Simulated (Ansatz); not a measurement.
`B[SiH2][SiH](N)F` + `O[SiH2]F` → `B[SiH2]O[SiH2]F` + `N[SiH2]F`  (cleavage of the Si–Si bond)

Program: Ansatz. Geometries: PBE0-D4/def2-TZVP. ΔE: electronic, gas phase. CBS: MP2 limit from def2 TZ/QZ plus the TZ coupled-cluster correction, frozen cores. Each species was taken in one conformer, which may not be the lowest.

| species | CCSD(T)/CBS(def2) energy (Eh) |
| --- | --- |
| `B[SiH2][SiH](N)F` | -761.71962 |
| `O[SiH2]F` | -465.96250 |
| `B[SiH2]O[SiH2]F` | -781.64352 |
| `N[SiH2]F` | -446.07709 |

(1) Work out ΔE.

Largest T1 diagnostic among the species: 0.014.

Results:

(1) ΔE = (-781.64352) + (-446.07709) − (-761.71962) − (-465.96250) = -0.03849 Eh = -101.1 kJ/mol.

From PBE to PBE0 (25 % exact exchange), in def2-TZVPP and without D4, ΔE moves by −12.3 kJ/mol. In def2-TZVPP, CCSD(T) changes the Hartree–Fock value by +36.0 kJ/mol (the triples alone add +5.9 kJ/mol) and MP2 by +30.0 kJ/mol.
